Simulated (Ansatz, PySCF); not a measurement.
HSi, SMILES [SiH] (connectivity only; charge and spin as stated), charge +1, multiplicity 1. Atoms are numbered in the order given.

```xyz
2

Si     0.0000     0.0000    -0.1081
H      0.0000     0.0000     1.4095
```
Charge +1, spin multiplicity 1.

The structure is a stationary point at r2SCAN-D4/def2-TZVPD.

Two levels are set side by side: PBE-D3(BJ)/def2-TZVPD (Ansatz, an electronic-structure program) and r2SCAN-D4/def2-TZVPD (Ansatz). Each level has its own optimised geometry; the coordinates shown are those of the second. Frequencies come from the Hessian of PySCF at each geometry. Differences are taken from unrounded values.

```
quantity                            r2SCAN-D4  PBE-D3(BJ)  PBE-D3(BJ) minus r2SCAN-D4
----------------------------------  ---------  ----------  --------------------------
bond Si1–H2 (Å)                         1.518       1.533                       0.016
highest harmonic wavenumber (cm⁻¹)       2113        2046                         -67
mean harmonic wavenumber (cm⁻¹)          2113        2046                         -67
zero-point energy (kcal/mol)             3.02        2.93                       -0.10
```
